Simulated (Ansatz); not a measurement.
Consider the formal hydrolysis of a Ta–F bond: `[NH]=[Ta]([NH2])([OH])[F]` + H₂O → `[NH]=[Ta]([NH2])([OH])[OH]` + H–F.

Isolated molecules relaxed with PBE0-D4/def2-TZVP in Ansatz; ΔE leaves out vibrations. CCSD(T)/CBS adds triple-zeta CCSD(T) − MP2 to the extrapolated MP2 energy (def2 sets, frozen cores). This one scheme is used for every species. DFT in def2-TZVPP. HSE06 is defined as in plane-wave codes. Elements past krypton have def2 core potentials. For Ta outer-core shells are correlated without core-valence functions, which leaves a few kJ/mol of doubt a bond. Each species was taken in one conformer, which may not be the lowest.

**Question.** Is it downhill or uphill in electronic energy at CCSD(T)/CBS, and by how much? (Estimate.)

**Answer.** Computed: Uphill: ΔE = +8.8 kcal/mol.

**Question.** What do these levels give: PBE-D4, BLYP-D4, B97M-V, HSE06-D4, BHLYP-D4, PBE, r2SCAN, HSE06, BHLYP, RPA@PBE/def2-TZVPP, MP2/def2-SVP, SCS-MP2/def2-TZVPP? (An estimate is asked.)

**Answer.** The calculation gave: PBE-D4 10.5, BLYP-D4 10.7, B97M-V 11.6, HSE06-D4 9.9, BHLYP-D4 10.0, PBE 11.0, r2SCAN 11.0, HSE06 10.3, BHLYP 10.7, RPA@PBE/def2-TZVPP 9.3, MP2/def2-SVP 9.7, SCS-MP2/def2-TZVPP 9.0 kcal/mol.

**Question.** What do rigid-rotor, harmonic-oscillator terms from PBE0-D4/def2-TZVP frequencies (298.15 K, 1 bar) make of the CCSD(T)/CBS value? (An estimate is asked.)

**Answer.** Ansatz gave: ΔZPE = -0.9 kcal/mol, ΔH = +8.1 kcal/mol, ΔS = -5 J/(mol·K), ΔG = +8.5 kcal/mol.

Largest T1 diagnostic among the species: 0.018.

Leaving LDA and LC-ωPBE aside and taking each functional with its dispersion term where it has one, the values, not all of them listed here, spread over 2.3 kcal/mol, from PBE-QIDH to B97M-V. LDA lies −1.7 kcal/mol from PBE without D4. In def2-TZVPP, CCSD(T) changes the Hartree–Fock value by −1.9 kcal/mol (the triples alone add −0.2 kcal/mol) and MP2 by −2.6 kcal/mol. From r2SCAN to r2SCAN0 (25 % exact exchange), in def2-TZVPP and without D4, ΔE moves by −0.7 kcal/mol.
